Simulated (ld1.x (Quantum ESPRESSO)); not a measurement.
**Varying the RRKJ potential for Pd (Z = 46)**

Base potential:

| Quantity | Value |
| --- | --- |
| Element | Pd (Z = 46) |
| Generator | ld1.x (Quantum ESPRESSO) 7.5 |
| Type | norm-conserving RRKJ (Kleinman–Bylander form) |
| Functional | Wu–Cohen |
| Relativity | fully relativistic |
| Frozen core | [Ar] 3d10 |
| Valence charge | 18 |
| Reference configuration | 4s2 4p6 4d9.5 5s0 5p0 (charge +0.5) |
| Partial waves | 4s (bound): rc 1.20 bohr; 4p (bound): rc 1.70 bohr; 4f channel at 0.25 Ry: rc 1.65 bohr; 4d (bound): rc 1.80 bohr |
| Local potential | the d channel |
| Core correction | a·sin(br)/r model core inside 0.65 bohr |
| rho0 | 0.02 |

Open shells are filled in proportion to 2j + 1 (rel_dist='average').

All-electron outer shells of the reference configuration (Wu–Cohen, scalar-relativistic, ld1.x):

| shell | level (eV) | outermost node (bohr) | outermost maximum (bohr) |
| --- | --- | --- | --- |
| 3d | -330.87 | – | 0.28 |
| 4s | -90.60 | 0.45 | 0.85 |
| 4p | -56.45 | 0.46 | 0.91 |
| 4d | -9.01 | 0.45 | 1.10 |
| 5s | -6.91 | 1.15 | 2.51 |
| 5p | -2.86 | 1.30 | 3.52 |

Cutoffs, loose and tight: the cutoffs (Ry, on a coarse ladder) from which the occupation-weighted sum of valence levels, in a spherical-Bessel basis at the reference potential, stays within 10 and 1 mRy of its value at 400 Ry. They do not see the model core or the augmentation charge, which bear on the density cutoff. Test errors are all-electron minus pseudo excitation energies from the reference, over the configurations 4s2 4p6 4d10 5s0 5p0; 4s2 4p6 4d9 5s0 5p0; 4s2 4p6 4d8 5s0 5p0; 4s2 4p6 4d7 5s0 5p0; 4s2 4p5 4d10 5s0 5p0; 4s2 4p6 4d6 5s0 5p0; 4s1 4p6 4d10 5s0 5p0. A dash means not determined; rows that change the core or the reference have their own tests.

| change | outcome | cutoff, loose | cutoff, tight | bound ghosts | largest test error (meV) |
| --- | --- | --- | --- | --- | --- |
| base | generated, misses its reference levels by 0.28 eV | 110 Ry | 140 Ry | none | -67 |
| wave 4s (bound): rc 1.20 bohr becomes 4s (bound): rc 0.94 bohr | generated, misses its reference levels by 0.28 eV | 180 Ry | 230 Ry | none | -68 |
| wave 4s (bound): rc 1.20 bohr becomes 4s (bound): rc 1.02 bohr | generated, misses its reference levels by 0.28 eV | 160 Ry | 180 Ry | none | -68 |
| wave 4s (bound): rc 1.20 bohr becomes 4s (bound): rc 1.16 bohr | generated, misses its reference levels by 0.28 eV | 110 Ry | 140 Ry | none | -67 |
| wave 4s (bound): rc 1.20 bohr becomes 4s (bound): rc 1.40 bohr | generated, misses its reference levels by 0.28 eV | 70 Ry | 90 Ry | none | -66 |
| wave 4s (bound): rc 1.20 bohr becomes 4s (bound): rc 1.52 bohr | generated, misses its reference levels by 0.28 eV | 70 Ry | 90 Ry | none | -66 |
| wave 4s (bound): rc 1.20 bohr becomes 4s (bound): rc 1.64 bohr | generated, misses its reference levels by 0.28 eV | 60 Ry | 90 Ry | none | -67 |
| wave 4s (bound): rc 1.20 bohr becomes 4s (bound): rc 1.82 bohr | generated, misses its reference levels by 0.28 eV | 55 Ry | 90 Ry | none | -69 |

(1) What comes out with this change to the base: wave 4s (bound): rc 1.20 bohr becomes 4s (bound): rc 0.74 bohr?

(2) What comes out with this change to the base: wave 4s (bound): rc 1.20 bohr becomes 4s (bound): rc 1.28 bohr?

Results:

(1) outcome: failed: compute_chi: n is too large. Cause: the Bessel-function wave could not be built (negative determinant in compute_phi), and the routine for χ then failed on it.

(2) outcome: generated, misses its reference levels by 0.28 eV; cutoff, loose: 70 Ry; cutoff, tight: 110 Ry; bound ghosts: none; largest test error (meV): -67.

Reading the sweep of the s radius (base included, trends over the rows without a ghost): The loose cutoff falls from 180 Ry at 0.94 to 55 Ry at 1.82 bohr. A larger radius leaves more room for a smooth pseudo-wave, so fewer plane waves are needed; a smaller one forces it to follow the all-electron wave where it bends sharply. The median size of the test errors (rows with all tests solved) stays near 5.4 meV. The generation fails at 0.74 bohr.
